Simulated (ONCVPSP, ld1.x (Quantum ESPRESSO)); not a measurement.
# Potentials for nickel compared

Generated with ld1.x 7.5 (TM, RRKJ, ultrasoft, PAW), atompaw 4.2 or ONCVPSP 4.0.1. The cutoff is in Ry: for ld1.x and atompaw files where the sum of valence levels is converged to 10 mRy in a Bessel basis, for ONCV files where the hardest occupied wave has 1 mHa per electron of residual kinetic energy. The error is the largest all-electron minus pseudo excitation energy over each file’s own four to seven test configurations (ionisations up to +4, promotions, holes and added fractions of an electron), all of which were solved. The labels leave out finer settings (local radius, basis sizes, second energies), which also bear on the numbers. Spin-polarised tests are not counted. The rows are a selection from randomly drawn settings: files with unsolved tests, undetermined cutoffs or missed reference levels are left out.

A true bound ghost makes a file unfit for plane-wave use even where its test errors are small: the radial tests pick states by their node count and pass the ghost by.

```csv
potential,cutoff (Ry),largest error (meV),bound ghosts
"ONCV, PBE, scalar-relativistic, rc 1.15/1.15/1.00 (spd), local smoothed, core correction yes, reference 3s2 3p6 3d8 4s1.75, qcut 12.7/13.6/16.2, projectors 2/2/2",206,-3.4,none
"ONCV, PW91, scalar-relativistic, rc 1.20/0.80/1.55 (spd), local smoothed, core correction yes, reference 3s2 3p6 3d8 4s1.5, qcut 10.1/10.3/8.6, projectors 2/2/2",121,+134,none
"ONCV, PBE, non-relativistic, rc 1.80/1.50/1.05 (spd), local smoothed, core correction yes, reference 3p6 3d8 4s1 4p1, qcut 3.6/9.9/13.8, projectors 1/2/2",159,-91,s
"ONCV, PBEsol, scalar-relativistic, rc 2.20/1.00/1.00 (spd), local smoothed, core correction no, reference 3p6 3d8 4s2, qcut 3.1/13.5/16.9, projectors 1/1/3",204,-44,s
```

Task: Fill in the row for Ni: TM semilocal, LDA (PZ), scalar-relativistic, rc 2.30/3.35/1.30 (spd), local p, core correction yes, reference 3d8 4s2 4p0.

Result: cutoff 140 Ry, largest error -191 meV, bound ghosts: none.

Task: Fill in the row for Ni: ONCV, PBEsol, scalar-relativistic, rc 1.90/0.70/1.60 (spd), local smoothed, core correction yes, reference 3p6 3d9 4s1, qcut 3.6/9.9/8.2, projectors 2/3/1.

Result: cutoff 405 Ry, largest error -893 meV, bound ghosts: s, p.
